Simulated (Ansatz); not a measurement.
Cs3F3⁺. The state is a doublet with charge 1. Geometry r2SCAN-D4/def2-SVP, that of the neutral singlet.

```xyz
6

Cs   -2.4652   -0.4917   -1.2488
Cs    2.2445    0.6713   -1.5429
Cs    0.2198   -0.1811    2.7918
F    -1.9022   -0.5547    1.3062
F    -0.1816    0.1336   -2.3640
F     2.0846    0.4227    1.0577
```

In the def2 sets Cs takes a core potential; there is no spin–orbit coupling. The structure comes from a short search, and lower isomers may exist.

(1) Estimate the α-spin orbital energies around the gap (eV) in Ansatz with PBE-D4/def2-TZVP, r2SCAN-D4/def2-TZVP, PBE0-D4/def2-TZVP.

## Answers

(1) 
```tsv
orbital	PBE-D4/def2-TZVP	r2SCAN-D4/def2-TZVP	PBE0-D4/def2-TZVP
HOMO−5	-10.94	-11.40	-13.03
HOMO−4	-10.94	-11.40	-13.03
HOMO−3	-10.89	-11.35	-12.97
HOMO−2	-10.89	-11.34	-12.96
HOMO−1	-10.89	-11.34	-12.96
HOMO	-10.84	-11.28	-12.88
LUMO	-4.07	-3.38	-3.49
LUMO+1	-3.38	-2.60	-2.85
LUMO+2	-3.38	-2.60	-2.85
LUMO+3	-2.74	-2.25	-2.30
LUMO+4	-2.39	-1.80	-1.96
LUMO+5	-2.30	-1.76	-1.83
β HOMO	-10.52	-10.60	-11.32
β LUMO	-10.33	-10.38	-10.16
```
